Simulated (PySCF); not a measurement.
Isomers of C5H6OS.

All values: B3LYP/def2-SVPD (PySCF) at GFN2-xTB geometries, gas phase, one conformer each. Core orbitals are frozen in the response; Δα² is half the sum of the squared differences of the principal polarisabilities.

(1) Rank by polarisability anisotropy Δα, highest first.
A. `[O:1]=[CH:2][C@@H:3]1[CH2:4][CH:5]=[CH:6][S:7]1` with O1–C2–C3–C4 4°, C2–C3–C4–C5 -97°, C3–C4–C5–C6 -10°, C5–C6–S7–C3 8°, C2–C3–S7–C6 107°
B. `[CH:1]#[C:2][C@@H:3]1[CH2:4][CH2:5][S@@:6]1=[O:7]` with C2–C3–C4–C5 -91°, C3–C4–C5–S6 -23°, C4–C5–S6–O7 126°, C2–C3–S6–C5 98°
C. `[CH:1]#[C:2][C:3](=[CH2:4])[S@@:5]([CH3:6])=[O:7]` with C2–C3–S5–C6 70°

(2) Rank by HOMO energy, highest first.
A. `[CH:1]#[C:2][C@@H:3]1[CH2:4][CH2:5][S@@:6]1=[O:7]` with C2–C3–C4–C5 -91°, C3–C4–C5–S6 -23°, C4–C5–S6–O7 126°, C2–C3–S6–C5 98°
B. `[CH:1]#[C:2][C:3](=[CH2:4])[S@@:5]([CH3:6])=[O:7]` with C2–C3–S5–C6 70°
C. `[O:1]=[CH:2][C@@H:3]1[CH2:4][CH:5]=[CH:6][S:7]1` with O1–C2–C3–C4 4°, C2–C3–C4–C5 -97°, C3–C4–C5–C6 -10°, C5–C6–S7–C3 8°, C2–C3–S7–C6 107°

(3) Rank by mean static polarisability, highest first.
A. `[CH:1]#[C:2][C:3](=[CH2:4])[S@@:5]([CH3:6])=[O:7]` with C2–C3–S5–C6 70°
B. `[O:1]=[CH:2][C@@H:3]1[CH2:4][CH:5]=[CH:6][S:7]1` with O1–C2–C3–C4 4°, C2–C3–C4–C5 -97°, C3–C4–C5–C6 -10°, C5–C6–S7–C3 8°, C2–C3–S7–C6 107°
C. `[CH:1]#[C:2][C@@H:3]1[CH2:4][CH2:5][S@@:6]1=[O:7]` with C2–C3–C4–C5 -91°, C3–C4–C5–S6 -23°, C4–C5–S6–O7 126°, C2–C3–S6–C5 98°

Answers

(1) C (5.98 Å³), B (3.82 Å³), A (3.20 Å³).

(2) C (-6.11 eV), A (-6.61 eV), B (-6.86 eV).

(3) A (12.88 Å³), C (11.90 Å³), B (11.66 Å³).

All values together:

```tsv
SMILES	μ (D)	HOMO (eV)	LUMO (eV)	α (Å³)	Δα (Å³)
O=C[C@@H]1CC=CS1	2.29	-6.11	-1.37	11.66	3.20
C#CC(=C)[S@@](C)=O	3.41	-6.86	-1.64	12.88	5.98
COc1ccsc1	1.06	-6.17	-0.45	11.88	6.16
C#C[C@@H]1CC[S@@]1=O	3.76	-6.61	-0.75	11.90	3.82
```

Conformers: `[O:1]=[CH:2][C@@H:3]1[CH2:4][CH:5]=[CH:6][S:7]1` with O1–C2–C3–C4 4°, C2–C3–C4–C5 -97°, C3–C4–C5–C6 -10°, C5–C6–S7–C3 8°, C2–C3–S7–C6 107°; `[CH:1]#[C:2][C:3](=[CH2:4])[S@@:5]([CH3:6])=[O:7]` with C2–C3–S5–C6 70°; `[CH3:1][O:2][c:3]1[cH:4][cH:5][s:6][cH:7]1` with C1–O2–C3–C4 179°; `[CH:1]#[C:2][C@@H:3]1[CH2:4][CH2:5][S@@:6]1=[O:7]` with C2–C3–C4–C5 -91°, C3–C4–C5–S6 -23°, C4–C5–S6–O7 126°, C2–C3–S6–C5 98°.
